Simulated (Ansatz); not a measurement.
Ga5N4H16⁻, a cluster cut from zinc blende GaN (hydrogen-capped). Charge -1, multiplicity 1. Geometry r2SCAN-D4/def2-SVP, basis def2-TZVP, Ansatz.

```csv
run,HOMO (eV),LUMO (eV)
A,-3.69,2.85
B,-2.48,2.07
C,-2.78,2.47
D,-5.90,4.26
E,-3.29,2.48
```

HSE06 is defined as in plane-wave codes, on full-range PBE exchange. Single mean-field runs in def2-TZVP are fitted with def2-universal-jkfit.

Q: The runs used HSE06, PBE, PBE0, r2SCAN, ωB97M-V. Estimate which is which.

A: A PBE0 (25 % exact exchange); B PBE (0 % exact exchange); C r2SCAN (0 % exact exchange); D ωB97M-V (range-separated); E HSE06 (range-separated). Exact exchange lowers occupied and raises empty levels; among semilocal functionals meta-GGAs tend to open the gap a little, and such runs are hard to tell apart. The gap grows from 4.55 eV (PBE) to 10.16 eV (ωB97M-V).
